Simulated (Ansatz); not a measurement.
AsH3⁺. The state is a doublet with charge 1. Geometry PBE-D4/def2-TZVP, that of the neutral singlet; atoms count from 1.

Cartesian coordinates in Å:
```
As -0.062 0.563 -0.324
H -0.618 -0.785 -0.807
H -0.600 0.310 1.092
H 1.281 -0.088 0.038
```

Problem. Estimate the Mulliken populations from the PBE0/def2-TZVP orbitals of Ansatz.

Solution. 
| atom | charge (e) | spin (α − β) |
| --- | --- | --- |
| As1 | 0.29 | 0.83 |
| H2 | 0.24 | 0.06 |
| H3 | 0.24 | 0.06 |
| H4 | 0.24 | 0.06 |
Mulliken values depend strongly on the basis.

Problem. Where does the spin sit?

Solution. Summed by element: As 0.83, H 0.17, of 1 unpaired in all. Largest on single atoms: As1 0.83, H4 0.06, H3 0.06.
